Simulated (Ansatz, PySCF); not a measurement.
C₂H₃F₂, SMILES C[C](F)F (connectivity only; charge and spin as stated), charge +1, multiplicity 1. Atoms are numbered in the order given.

```xyz
7

C     -1.3583    -0.0555     0.2890
C      0.0461     0.0004    -0.0241
F      0.7751    -1.0089    -0.0367
F      0.6405     1.0660    -0.2720
H     -1.4222     0.0547     1.3967
H     -1.7803    -1.0389     0.0343
H     -1.8971     0.7930    -0.1574
```
Charge +1, spin multiplicity 1.

The structure is a stationary point at PBE0-D3(BJ)/def2-SVP. The multiplicity is an assumed one; other spin states were not compared. The isomer is the one that the SMILES or the coordinates give; other isomers of the formula were not compared.

Two levels are set side by side: PBE-D3(BJ)/def2-SVP (PySCF) and PBE0-D3(BJ)/def2-SVP (Ansatz, a first-principles code). Each level has its own optimised geometry; the coordinates shown are those of the second. Frequencies come from the Hessian of PySCF at each geometry. Differences are taken from unrounded values.

```tsv
quantity	PBE0-D3(BJ)
mean bond length (Å)	1.207
bond C1–C2 (Å)	1.440
bond C2–F3 (Å)	1.245
bond C2–F4 (Å)	1.245
bond C1–H5 (Å)	1.115
bond C1–H6 (Å)	1.100
bond C1–H7 (Å)	1.100
highest harmonic wavenumber (cm⁻¹)	3211
mean harmonic wavenumber (cm⁻¹)	1415
zero-point energy (kcal/mol)	30.34
```

Question: What does PBE-D3(BJ) give, and how far is it from PBE0-D3(BJ)? (The exact figures need the calculation; the answer reports its results.)

Answer: 
```
quantity                            PBE-D3(BJ)  PBE-D3(BJ) minus PBE0-D3(BJ)
----------------------------------  ----------  ----------------------------
mean bond length (Å)                     1.219                         0.011
bond C1–C2 (Å)                           1.445                         0.006
bond C2–F3 (Å)                           1.263                         0.018
bond C2–F4 (Å)                           1.263                         0.018
bond C1–H5 (Å)                           1.125                         0.010
bond C1–H6 (Å)                           1.109                         0.009
bond C1–H7 (Å)                           1.108                         0.009
highest harmonic wavenumber (cm⁻¹)        3116                           -95
mean harmonic wavenumber (cm⁻¹)           1362                           -53
zero-point energy (kcal/mol)             29.20                         -1.14
```

Exact exchange shortens and stiffens bonds; PBE has none. Differences between two approximate levels are no errors against the true value.
